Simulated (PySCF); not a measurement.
Worked example: oscillator strength and radiative lifetime

Ge(I)(OMe) (CH3GeIO), SMILES C[O][Ge][I] (connectivity only; charge and spin as stated), neutral, multiplicity 1.

The structure is a stationary point at B3LYP-D3(BJ)/def2-SVP. The structure was generated by enumeration; whether it is a known compound was not checked. The def2 effective core potentials stand for the cores of I; spin–orbit coupling is left out. Other conformers were not sampled.

TDDFT-PBE/def2-SVPD run with PySCF puts the first singlet state with f over 0.02 at 3.70 eV (vertical), with the transition dipole (0.023, -0.576, 0.000) in atomic units.

Question: Find the oscillator strength, the wavelength and the radiative lifetime that this transition would have in vacuum if emission retraced absorption.

Answer: 
|μ|² = 0.3323 au, so |μ| = 1.47 D. ΔE = 3.70/27.211 = 0.1360 hartree. f = (2/3) ΔE |μ|² = 0.030 (the program prints 0.030).
λ = 1239.84/3.70 = 335 nm; ν = 29842 cm⁻¹.
Einstein's coefficient A = 0.6670 ν² f s⁻¹ (ν in cm⁻¹) = 1.8e7 s⁻¹, so τ = 1/A = 56 ns. This state is S2; the lower singlet has f = 0.001. The figure is the radiative limit of this one transition; relaxation, internal conversion, crossing to triplets and a medium change what is measured.
